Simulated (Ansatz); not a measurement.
Ansatz (a quantum-chemistry and plane-wave program) input (CCSD(T)/def2-SVPD):

Ansatz 0.2 input:
```yaml
crystal:
  periodic: [false, false, false]
  atoms:
    - {symbol: Ga, position_ang: [-0.00000000, -0.00000000, -1.65171333]}
    - {symbol: I, position_ang: [0.00000000, 0.00000000, 0.96609648]}
basis:
  gaussian:
    orbitals: def2-SVPD
magnetization: {spin_polarized: true, initial_magnetization: 2}
correlation: {method: ccsd_t, electrons: outside_noble_gas}
```

End of the output:

```
mean field evaluation 512: about -60396.0320 eV, gradient 1.8e-2 eV
mean field evaluation 544: about -60393.0040 eV, gradient 1.4e1 eV
mean field evaluation 576: about -60399.4048 eV, gradient 2.7e-3 eV
mean field evaluation 608: about -60397.8299 eV, gradient 2.9e-3 eV
mean field evaluation 640: about -60397.1537 eV, gradient 1.1e-2 eV
mean field evaluation 672: about -60395.4058 eV, gradient 5.1e0 eV
mean field evaluation 704: about -60395.4206 eV, gradient 6.6e-1 eV
mean field evaluation 736: about -60399.4047 eV, gradient 2.4e-2 eV
mean field -60399.40475676 eV, -2219.6371846241 hartree, gradient 3.0e-6 eV, S^2 2.020755; 11 other end points of the search recorded, 0 dependent functions left out
determinant -60399.40475676 eV, -2219.6371846241 hartree, with singles and doubles -60403.33087244 eV, -2219.7814667140 hartree
determinant -60398.01107084 eV, -2219.5859676112 hartree, with singles and doubles -60402.04966305 eV, -2219.7343831372 hartree
determinant -60397.82987012 eV, -2219.5793086076 hartree, with singles and doubles -60401.88714923 eV, -2219.7284108647 hartree
determinant -60397.15371506 eV, -2219.5544603672 hartree, with singles and doubles -60401.32959269 eV, -2219.7079210395 hartree
determinant -60396.03205669 eV, -2219.5132401826 hartree, with singles and doubles -60400.27712879 eV, -2219.6692437047 hartree
23 core orbitals not correlated
reference -60399.40475676 eV, -2219.6371846241 hartree; 6, 4 occupied and 44, 46 virtual orbitals, 803 factors
second order -3.44442351 eV of doubles, -0.00000000 eV of singles
coupled cluster: 0.18 GiB planned
cycle   1  -3.92836904 eV  change   -1.1e-1 eV  update   1.8e-2
cycle   2  -3.93736939 eV  change   -9.0e-3 eV  update   5.6e-3
cycle   3  -3.93908409 eV  change   -1.7e-3 eV  update   2.4e-3
cycle   4  -3.94043611 eV  change   -1.4e-3 eV  update   1.1e-3
cycle   5  -3.94093812 eV  change   -5.0e-4 eV  update   5.4e-4
cycle   6  -3.94119694 eV  change   -2.6e-4 eV  update   2.3e-4
cycle   7  -3.94123788 eV  change   -4.1e-5 eV  update   8.8e-5
cycle   8  -3.94123756 eV  change    3.2e-7 eV  update   3.8e-5
cycle   9  -3.94123745 eV  change    1.1e-7 eV  update   1.5e-5
cycle  10  -3.94123887 eV  change   -1.4e-6 eV  update   5.2e-6
perturbative correction -0.13062854 eV, -0.0048005104 hartree
Total energy: -60403.47662417 eV, -2219.7868229914 hartree
```

This state (charge 0, triplet) is run at the relaxed geometry of the species with charge 0 and multiplicity 1, and is a spin state other than that species' own.
